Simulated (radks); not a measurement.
Results of a calculation; reference values are marked as such.
How relativity changes the ionisation of neutral aluminium ([Ne] 3s2 3p1) to Al+ ([Ne] 3s2). Spin-unpolarised spherical Kohn-Sham, PBE, point nucleus unless stated (finite: rms radius 3.061 fm), a radial shooting solver on a logarithmic mesh with Libxc functionals. A level marked "c x" has the speed of light scaled by that factor and shares open shells by 2j + 1; other Dirac levels either fill j = l - 1/2 first or share by 2j + 1.

| level | E(Al) (hartree) | E(Al+) (hartree) | IE (eV) | HOMO | <r> HOMO (bohr) |
|---|---|---|---|---|---|
| non-rel. | -242.22496 | -242.01288 | 5.771 | 3p | 3.445 |
| scalar-rel. | -242.68469 | -242.47297 | 5.761 | 3p | 3.448 |
| scalar-rel., finite nucleus | -242.68455 | -242.47283 | 5.761 | 3p | 3.448 |
| Dirac, 2j+1 shares | -242.68491 | -242.47319 | 5.761 | 3p3/2 | 3.451 |
| Dirac, low j first | -242.68531 | -242.47319 | 5.772 | 3p1/2 | 3.443 |
| Dirac, 2j+1 shares, finite nucleus | -242.68477 | -242.47305 | 5.761 | 3p3/2 | 3.451 |
| Dirac, c x 0.85 | -242.86266 | -242.65108 | 5.757 | 3p3/2 | 3.453 |
| Dirac, c x 5 | -242.24328 | -242.03121 | 5.771 | 3p3/2 | 3.446 |
| Dirac, c x 10 | -242.22954 | -242.01746 | 5.771 | 3p3/2 | 3.445 |

NIST Atomic Spectra Database: 5.986 eV (measured). The relativistic part of the total energy of Al is -0.4598 hartree (Dirac, 2j+1 shares, finite nucleus), 0.19 % of the non-relativistic value. Spin polarisation and multiplet splitting of open shells are left out at every level.

Beside tabulated values, note that spin-unpolarised runs miss the spin-polarisation part of the exchange energy of open shells.
